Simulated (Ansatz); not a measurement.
The lowest singlet and triplet of O3 (SMILES O=[O+][O-]); geometries from B3LYP-D3(BJ)/def2-TZVP, each state relaxed from the structure named, with no frequency check.
Singlet at the triplet's geometry (charge 0, multiplicity 1):
```json
[
 {"atom": "O", "x (Å)": "-1.1657", "y (Å)": "-0.2101", "z (Å)": "0.0000"},
 {"atom": "O", "x (Å)": "-0.0083", "y (Å)": "0.3673", "z (Å)": "0.0000"},
 {"atom": "O", "x (Å)": "1.1740", "y (Å)": "-0.1573", "z (Å)": "0.0000"}
]
```

A positive gap puts the triplet lower; no zero-point energy. R- takes a restricted singlet. The triplet is unrestricted in single-reference levels. Active spaces average the two states.

Correlated levels freeze the cores.

Run with Ansatz (Gaussian basis) for Hartree–Fock, density functionals and correlated methods. 

Q: What gap E(singlet) − E(triplet), vertical, at the triplet's geometry does R-wB97M-V/def2-TZVPP give?

A: -69 kJ/mol

Q: Give the gap E(singlet) − E(triplet), vertical, at the triplet's geometry at the level FIC-MRCISD+Q on SA-CASSCF(12,9)/cc-pVQZ.

A: -127 kJ/mol

Q: What is the computed gap E(singlet) − E(triplet), vertical, at the triplet's geometry (SA-CASSCF(12,9)/cc-pVDZ)?

A: -156 kJ/mol

Doubts at one or more of the structures used: a restricted determinant that unrestricted orbitals would lower (R-wB97M-V/def2-TZVPP).

Ansatz is an electronic-structure program.
